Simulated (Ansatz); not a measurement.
C$_{2}$H$_{9}$BOSi (`CBO[SiH2]C`). Total charge 0; spin multiplicity 1. All single points use the PBE0-D4/def2-TZVP geometry. It is one conformer, not always the lowest.

```xyz
14

C    -0.738   -2.503    0.817
B    -0.911   -1.136    0.083
O     0.169   -0.389   -0.250
Si    0.323    1.074   -1.014
C     1.176    2.267    0.125
H     0.303   -2.761    1.023
H    -1.189   -3.305    0.222
H    -1.296   -2.497    1.760
H    -2.008   -0.717   -0.201
H    -1.024    1.572   -1.404
H     1.134    0.844   -2.238
H     0.580    2.445    1.023
H     1.329    3.226   -0.377
H     2.152    1.882    0.430
```

(1) What is the dipole moment at PBE/def2-TZVPP? (Estimate.)

(2) And with r2SCAN, B3LYP, ωB97M-V? (An estimate is asked.)

(3) Give the Mulliken charges with PBE, ωB97M-V, r2SCAN in def2-TZVPP. (Estimate.)

## Answers

(1) The calculation gave: 0.99 D, with components (0.45, 0.81, 0.37) D in this frame, pointing from negative to positive charge.

(2) Computed: r2SCAN 0.94 D, B3LYP 0.92 D, ωB97M-V 0.91 D.

(3) The calculation gave: 
| atom | PBE | ωB97M-V | r2SCAN |
| --- | --- | --- | --- |
| C1 | -0.34 | -0.35 | -0.24 |
| B2 | 0.14 | 0.11 | 0.22 |
| O3 | -0.25 | -0.34 | -0.36 |
| Si4 | 0.40 | 0.40 | 0.48 |
| C5 | -0.36 | -0.44 | -0.29 |
| H6 | 0.09 | 0.10 | 0.06 |
| H7 | 0.10 | 0.11 | 0.06 |
| H8 | 0.10 | 0.11 | 0.06 |
| H9 | -0.04 | 0.03 | -0.04 |
| H10 | -0.08 | -0.04 | -0.09 |
| H11 | -0.07 | -0.04 | -0.09 |
| H12 | 0.11 | 0.12 | 0.08 |
| H13 | 0.10 | 0.11 | 0.07 |
| H14 | 0.11 | 0.12 | 0.08 |

B3LYP here is the variant with VWN-RPA as its local correlation; programs differ in this.
